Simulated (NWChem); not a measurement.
System: BeNH2F; SMILES [Be]([F])[NH2]

Excerpt of the output:

```
             Northwest Computational Chemistry Package (NWChem) 7.3.0
             --------------------------------------------------------

 C2V symmetry detected

                             Geometry "geometry" -> ""
                             -------------------------

 Output coordinates in angstroms (scale by  1.889725989 to convert to a.u.)

  No.       Tag          Charge          X              Y              Z
 ---- ---------------- ---------- -------------- -------------- --------------
    1 Be                   4.0000     0.00000000     0.00000000    -0.10046205
    2 F                    9.0000     0.00000000     0.00000000    -1.48649805
    3 N                    7.0000     0.00000000     0.00000000     1.40315695
    4 H                    1.0000     0.00000000    -0.82444500     1.97911595
    5 H                    1.0000     0.00000000     0.82444500     1.97911595

 Effective nuclear repulsion energy (a.u.)      47.3894667750

      Symmetry information
      --------------------

 Group name             C2v
 Group number             16
 Group order               4
 No. of unique centers     4

  pbe96 is a nonlocal functional; adding pw91lda local functional.

                                 NWChem DFT Module
                                 -----------------

 Summary of "ao basis" -> "ao basis" (spherical)
 ------------------------------------------------------------------------------
       Tag                 Description            Shells   Functions and Types
 ---------------- ------------------------------  ------  ---------------------
 Be                         def2-svp                 5        9   3s2p
 F                          def2-svp                 6       14   3s2p1d
 N                          def2-svp                 6       14   3s2p1d
 H                          def2-svp                 3        5   2s1p

      Symmetry analysis of basis
      --------------------------

        a1         23
        a2          3
        b1          9
        b2         12

            General Information
            -------------------
          SCF calculation type: DFT
          Wavefunction type:  closed shell.
          No. of atoms     :     5
          No. of electrons :    22
           Alpha electrons :    11
            Beta electrons :    11
          Charge           :     0
          Spin multiplicity:     1
          Use of symmetry is: on ; symmetry adaption is: on
          Maximum number of iterations: 150
          AO basis - number of functions:    47
                     number of shells:    23
          Convergence on energy requested:  1.00D-06
          Convergence on density requested:  1.00D-05
          Convergence on gradient requested:  5.00D-04

              XC Information
              --------------
                     Hartree-Fock (Exact) Exchange  1.000
                     LC-wPBE(h)Exchange Functional  1.000
            Perdew 1991 LDA Correlation Functional  1.000 local
           PerdewBurkeErnz. Correlation Functional  1.000 non-local

           Range-Separation Parameters
           ---------------------------
           Alpha           :  0.00
           Beta            :  1.00
           Gamma           :  0.25
           Short-Range HF  :     F

             Grid Information
             ----------------
          Grid used for XC integration:  medium
          Radial quadrature: Mura-Knowles
          Angular quadrature: Lebedev.
          Tag              B.-S. Rad. Rad. Pts. Rad. Cut. Ang. Pts.
          ---              ---------- --------- --------- ---------
          Be                  1.05       49           8.0       434
          F                   0.50       49          10.0       434
          N                   0.65       49           7.0       434
          H                   0.35       45          10.0       434
          Grid pruning is: on
          Number of quadrature shells:   192
          Spatial weights used:  Erf1

      Superposition of Atomic Density Guess
      -------------------------------------

 Sum of atomic energies:        -169.08897784

      Non-variational initial energy
      ------------------------------

 Total energy =    -169.776516
 1-e energy   =    -325.722859
 2-e energy   =     108.556876
 HOMO         =      -0.370175
 LUMO         =      -0.041628

      Symmetry analysis of molecular orbitals - initial
      -------------------------------------------------

  Numbering of irreducible representations:

     1 a1          2 a2          3 b1          4 b2

  Orbital symmetries:

     1 a1          2 a1          3 a1          4 a1          5 a1
     6 a1          7 b2          8 b1          9 b2         10 a1
    11 b1         12 a1         13 b2         14 b1         15 a1
    16 b2         17 a1         18 a1         19 b1         20 b2
    21 a1

   convergence    iter        energy       DeltaE   RMS-Dens  Diis-err
 ---------------- ----- ----------------- --------- --------- ---------
 d= 0,ls=0.0,diis     1   -170.2773984764 -2.18D+02  1.94D-02  7.12D-01
 d= 0,ls=0.0,diis     2   -170.2854951420 -8.10D-03  8.32D-03  9.39D-01
 d= 0,ls=0.0,diis     3   -170.3605243333 -7.50D-02  1.41D-03  6.51D-03
 d= 0,ls=0.0,diis     4   -170.3611655558 -6.41D-04  6.60D-04  3.45D-03
 d= 0,ls=0.0,diis     5   -170.3615187523 -3.53D-04  2.25D-04  1.51D-04
  Resetting Diis
 d= 0,ls=0.0,diis     6   -170.3615450979 -2.63D-05  6.95D-05  3.01D-06
 d= 0,ls=0.0,diis     7   -170.3615464025 -1.30D-06  8.74D-06  1.07D-07
 d= 0,ls=0.0,diis     8   -170.3615464255 -2.30D-08  3.10D-06  7.37D-08

         Total DFT energy =     -170.361546425475
      One electron energy =     -328.905842861217
           Coulomb energy =      132.066313200773
    Exchange-Corr. energy =      -20.911483540005
 Nuclear repulsion energy =       47.389466774974

 Numeric. integr. density =       22.000001029988

                  Occupations of the irreducible representations
                  ----------------------------------------------

                     irrep           alpha         beta
                     --------     --------     --------
                     a1                7.0          7.0
                     a2                0.0          0.0
                     b1                2.0          2.0
                     b2                2.0          2.0

                       DFT Final Molecular Orbital Analysis
                       ------------------------------------

 Vector    9  Occ=2.000000D+00  E=-4.653357D-01  Symmetry=b1
              MO Center=  1.2D-15, -7.9D-17, -1.4D+00, r^2= 7.2D-01
   Bfn.  Coefficient  Atom+Function         Bfn.  Coefficient  Atom+Function
  ----- ------------  ---------------      ----- ------------  ---------------
    13      0.632510  2 F  px                16     -0.435788  2 F  px
     4      0.159634  1 Be px                 7     -0.064711  1 Be px
    27      0.060870  3 N  px

 Vector   10  Occ=2.000000D+00  E=-4.641373D-01  Symmetry=b2
              MO Center= -2.1D-17, -1.4D-15, -1.4D+00, r^2= 7.4D-01
   Bfn.  Coefficient  Atom+Function         Bfn.  Coefficient  Atom+Function
  ----- ------------  ---------------      ----- ------------  ---------------
    14      0.636999  2 F  py                17     -0.441988  2 F  py
     5      0.142205  1 Be py                31      0.066555  3 N  py
     8     -0.065485  1 Be py                28     -0.054652  3 N  py
    38     -0.032136  4 H  s                 43      0.032136  5 H  s
    39     -0.031403  4 H  s                 44      0.031403  5 H  s

 Vector   11  Occ=2.000000D+00  E=-3.329515D-01  Symmetry=b1
              MO Center=  1.5D-16,  8.5D-17,  1.2D+00, r^2= 1.3D+00
   Bfn.  Coefficient  Atom+Function         Bfn.  Coefficient  Atom+Function
  ----- ------------  ---------------      ----- ------------  ---------------
    27      0.550372  3 N  px                30     -0.474459  3 N  px
     4      0.143656  1 Be px                13     -0.126707  2 F  px
    16      0.116973  2 F  px                 7     -0.078813  1 Be px

 Vector   12  Occ=0.000000D+00  E= 6.077970D-02  Symmetry=a1
              MO Center= -1.5D-15, -9.5D-15,  1.6D-01, r^2= 6.2D+00
   Bfn.  Coefficient  Atom+Function         Bfn.  Coefficient  Atom+Function
  ----- ------------  ---------------      ----- ------------  ---------------
     3      1.324635  1 Be s                 26     -0.592654  3 N  s
    12     -0.228384  2 F  s                 25     -0.181556  3 N  s
     9      0.167929  1 Be pz                 2     -0.160672  1 Be s
    11     -0.099746  2 F  s                 24     -0.091348  3 N  s
    15      0.085439  2 F  pz                39      0.077003  4 H  s

 Vector   13  Occ=0.000000D+00  E= 1.006779D-01  Symmetry=b2
              MO Center= -5.2D-17,  8.3D-15, -1.7D-01, r^2= 4.3D+00
   Bfn.  Coefficient  Atom+Function         Bfn.  Coefficient  Atom+Function
  ----- ------------  ---------------      ----- ------------  ---------------
     8      0.812026  1 Be py                 5     -0.386254  1 Be py
    39      0.240879  4 H  s                 44     -0.240879  5 H  s
    17     -0.230307  2 F  py                14      0.225085  2 F  py
    38      0.138748  4 H  s                 43     -0.138748  5 H  s
    28      0.056072  3 N  py

 Vector   14  Occ=0.000000D+00  E= 1.315195D-01  Symmetry=b1
              MO Center= -3.6D-14, -2.2D-17, -1.0D-01, r^2= 4.9D+00
   Bfn.  Coefficient  Atom+Function         Bfn.  Coefficient  Atom+Function
  ----- ------------  ---------------      ----- ------------  ---------------
     7      0.889793  1 Be px                30     -0.334220  3 N  px
     4     -0.282210  1 Be px                27      0.247450  3 N  px
    13      0.205705  2 F  px                16     -0.204446  2 F  px

     Multipole analysis of the density
     ---------------------------------

[...]
```

Level: LC-wPBE (HJS exchange hole, range parameter 0.25 per bohr)/def2-SVP, vertical spin-unrestricted ions. Geometry: optimised at PBE0-D3(BJ)/def2-TZVP.

Task: Which NWChem input produces such a log?

Result: This is not unique; one that fits is the input that was run:
```
start job
memory heap 200 mb stack 900 mb global 1100 mb
geometry units angstroms noautoz
  Be     0.000000     0.000000    -0.090862
  F      0.000000     0.000000    -1.476898
  N      0.000000     0.000000     1.412757
  H      0.000000    -0.824445     1.988716
  H      0.000000     0.824445     1.988716
end
basis spherical
  * library def2-svp
end
dft
  xc xwpbe 1.00 cpbe96 1.0 hfexch 1.00
  cam 0.25 cam_alpha 0.0 cam_beta 1.0
  iterations 150
  vectors input atomic output neutral.movecs
end
task dft energy
charge 1
dft
  odft
  mult 2
  vectors input atomic output cation.movecs
end
task dft energy
```
